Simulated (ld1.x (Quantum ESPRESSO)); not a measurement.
## Sr: excitation energies, all-electron against RRKJ

* Element: Sr (Z = 38)
* Generator: ld1.x (Quantum ESPRESSO) 7.5
* Type: norm-conserving RRKJ (Kleinman–Bylander form)
* Functional: PBE
* Relativity: scalar-relativistic
* Frozen core: [Ar] 3d10
* Valence charge: 10
* Reference configuration: 4s2 4p6 4d0 5s0 5p0 (charge +2)
* Partial waves: 4p (bound): rc 1.48 bohr; 4d (bound, empty): rc 1.48 bohr; 4s (bound): rc 1.76 bohr
* Local potential: the s channel
* Core correction: none
* rho0: 0.005

Energies are relative to the spin-unpolarised reference configuration 4s2 4p6 4d0 5s0 5p0; without spin polarisation the order of configurations can differ from experiment. Not all tests gave a result: 1 of 7 tests not solved or not reliable. Left out of the table: 4s2 4p6 4d0 5s0 5p2 (solver errors, printed error -7.6 eV).

Question: Give the all-electron excitation energy and the error of the potential for: 4s2 4p6 4d0 5s2 5p0; 4s2 4p6 4d0 5s1 5p0; 4s2 4p6 4d0 5s1.5 5p0; 4s2 4p6 4d0.5 5s1.5 5p0; 4s2 4p5 4d0 5s2 5p0; 4s1 4p6 4d0 5s2 5p0.

Answer:

```
  valence configuration  charge  ΔE all-electron (eV)  error AE − PS (meV)
    4s2 4p6 4d0 5s2 5p0       0               -16.892                 +304
    4s2 4p6 4d0 5s1 5p0      +1               -11.007                 +223
  4s2 4p6 4d0 5s1.5 5p0    +0.5               -14.553                 +276
4s2 4p6 4d0.5 5s1.5 5p0       0               -15.746                 +212
    4s2 4p5 4d0 5s2 5p0      +1                11.417                 +724
    4s1 4p6 4d0 5s2 5p0      +1                30.130                 +743
```

Note: ghost state, extra bound levels that the all-electron valence spectrum of the same l lacks: d at -147.3 eV. A true bound ghost makes a file unfit for plane-wave use.
